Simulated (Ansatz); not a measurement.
Basis-set extrapolation for C3H7AlClFO, SMILES `CC(C)[O][Al]([F])[Cl]` (PBE0-D4/def2-TZVP geometry, frozen core, the Gaussian-basis code of Ansatz). Multiplicity 1, RHF reference.

```tsv
	def2-TZVPP	def2-QZVPP
HF	-993.761753	-993.796050
MP2 correlation	-1.267013	-1.369578
CCSD(T) correlation	-1.366234	not run
```

Energies in hartree. Use E(X) = E(∞) + A·exp(−7.88·√X) for Hartree–Fock and E(X) = E(∞) + B·X^(−2.97) for correlation, with X = 3 and 4, and add CCSD(T) minus MP2 of the smaller set to the MP2 limit.

What is the CCSD(T) energy at the basis-set limit?

HF limit: -993.796050 + (-0.034297) × 0.13774 = -993.80077. MP2 limit: -1.369578 + (-0.102565) × 0.74074 = -1.44555. Higher-order term: -1.366234 − (-1.267013) = -0.09922. Total: -995.34554 hartree, 5.92 eV below CCSD(T)/def2-TZVPP.
